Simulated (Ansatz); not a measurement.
Relaxation of CH7ClSSi2 (12 atoms, charge 0, multiplicity 1), to a largest force component of 0.015 eV/Å in at most 40 steps.

Method: RKS r2SCAN-D4/def2-SVP in Ansatz.

```xyz
12
Properties=species:S:1:pos:R:3
S -1.886 1.784 1.911
Si -0.814 0.091 1.329
Si 0.046 0.316 -0.802
C 1.086 -1.222 -1.139
Cl 1.758 -1.132 -2.765
H -0.924 2.723 1.840
H 0.315 -0.083 2.319
H -1.661 -1.078 1.385
H 0.975 1.526 -0.776
H -1.013 0.526 -1.755
H 0.356 -2.115 -1.113
H 1.838 -1.392 -0.400
```

**Question.** Where does it end, and by what steps?

**Answer.** It converged. The force dipped under the threshold on the way, but the program's further checks kept it going. After 9 steps the energy has fallen by 0.303 eV; H8 moved furthest, 0.26 Å.

```
step  energy less start (eV)  largest force component (eV/Å)  accepted
   0                  0.0000                           2.582       yes
   1                 -0.2057                           0.973       yes
   2                 -0.2848                           0.385       yes
   3                 -0.2971                           0.066       yes
   4                 -0.2699                           0.442        no
   5                 -0.3016                           0.033       yes
   6                 -0.3025                           0.044       yes
   7                 -0.2735                           0.578        no
   8                 -0.3030                           0.007       yes
   9                 -0.3031                           0.008       yes
```

```xyz
12
Properties=species:S:1:pos:R:3
S -1.907 1.909 1.905
Si -0.830 0.090 1.445
Si 0.066 0.280 -0.720
C 1.105 -1.235 -1.201
Cl 1.784 -1.017 -2.862
H -0.851 2.724 1.679
H 0.234 -0.207 2.456
H -1.861 -0.986 1.523
H 0.935 1.495 -0.766
H -1.050 0.440 -1.698
H 0.502 -2.157 -1.211
H 1.952 -1.391 -0.516
```

Whether the end is a true minimum wasn't checked by a vibrational analysis.

Time of the run: 63 s on 2 threads of Arm Neoverse V1, with other jobs on the host, peak memory 0.2 GiB.
